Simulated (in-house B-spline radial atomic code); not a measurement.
The numbers below are computed, except where a source is named.
## the oxygen ion O⁴⁺ at several levels of theory

Ground configuration [He] 2s2. All numbers come from an all-electron radial atomic-structure program (B-spline basis), all electrons, at the radial basis limit. Mean-field, RPA, GW and linear-response runs are scalar-relativistic (one-electron X2C), no spin-orbit coupling, without Breit or QED terms, open shells spin-polarised at highest spin; the many-body runs on Dirac-Hartree-Fock orbitals are four-component, and their energies hold both.

**Ionisation energy.** The reference is 113.899 eV (NIST, measured).

| method | value (eV) | minus reference (eV) |
| --- | --- | --- |
| minus the highest LDA VWN5 level | 102.26 | -11.64 |
| LDA VWN5, difference of total energies | 112.28 | -1.62 |
| minus the highest PBE level | 102.72 | -11.18 |
| PBE, difference of total energies | 112.69 | -1.20 |
| G0W0 on PBE | 113.96 | +0.06 |
| exact exchange + RPA on PBE | 114.29 | +0.39 |
| exact exchange + RPA + SOSEX on PBE | 113.51 | -0.39 |
| minus the highest r2SCAN level | 103.20 | -10.70 |
| r2SCAN, difference of total energies | 111.93 | -1.97 |
| minus the highest PBE0 level | 105.16 | -8.74 |
| PBE0, difference of total energies | 112.59 | -1.31 |
| G0W0 on PBE0 | 113.83 | -0.07 |
| minus the highest B3LYP (VWN-RPA) level | 104.78 | -9.12 |
| B3LYP (VWN-RPA), difference of total energies | 112.77 | -1.13 |
| minus the highest CAM-B3LYP level | 106.72 | -7.18 |
| minus the highest LC-wPBE level | 108.26 | -5.64 |
| minus the highest Hartree-Fock level | 111.41 | -2.49 |
| Hartree-Fock, difference of total energies | 111.10 | -2.80 |
| G0W0 on Hartree-Fock | 113.44 | -0.45 |
| MP2, difference of total energies | 112.87 | -1.03 |
| CI + MBPT for the two outer electrons | 113.89 | -0.01 |
| Dirac-Fock + self-energy with TDHF screening (2s1/2) | 112.70 | -1.20 |

**Question.** Which methods come closest, and which lies farthest off?

**Answer.** Closest: CI + MBPT for the two outer electrons (-0.01 eV) and G0W0 on PBE (+0.06 eV). Farthest: minus the highest LDA VWN5 level (-11.64 eV). The PBE level misses by -11.2 eV while the PBE energy difference misses by -1.20 eV: the semilocal potential lacks the −1/r tail and the energy is convex in the electron number, but total energies at whole numbers are far better.

**Static dipole polarisability and C6** of two like species, by linear response (no reference value is at hand):

| method | α (bohr³) | C6 (hartree·bohr⁶) |
| --- | --- | --- |
| LDA VWN5 | 1.191 | 0.8062 |
| PBE | 1.186 | 0.8108 |
| PBE0 | 1.203 | 0.8264 |
| B3LYP (VWN-RPA) | 1.217 | 0.8326 |
| CAM-B3LYP | 1.214 | 0.831 |
| LC-wPBE | 1.192 | 0.8173 |
| TDHF | 1.265 | 0.8813 |
| relativistic RPA (four-component TDHF) | 1.265 | 0.8812 |

**Question.** What mean excitation energy do α and C6 imply in London's formula C6 = (3/4) α² ω?

**Answer.** LDA VWN5: ω = 0.758 hartree; relativistic RPA (four-component TDHF): ω = 0.734 hartree. A method that puts the excitations lower gives a larger α and a smaller ω.

Run times on one thread of shared hosts: mean field, RPA, SOSEX and G0W0 on PBE, for the atom and its ion, 2.4 s (Arm Neoverse N1); TDDFT with PBE, 0.2 s (Intel Xeon Platinum 8488C (Sapphire Rapids)); CI + MBPT, 33 s (AMD EPYC 7R43 64-Core Processor); removal energies by the self-energy, 1.1 s (Arm Neoverse V2).
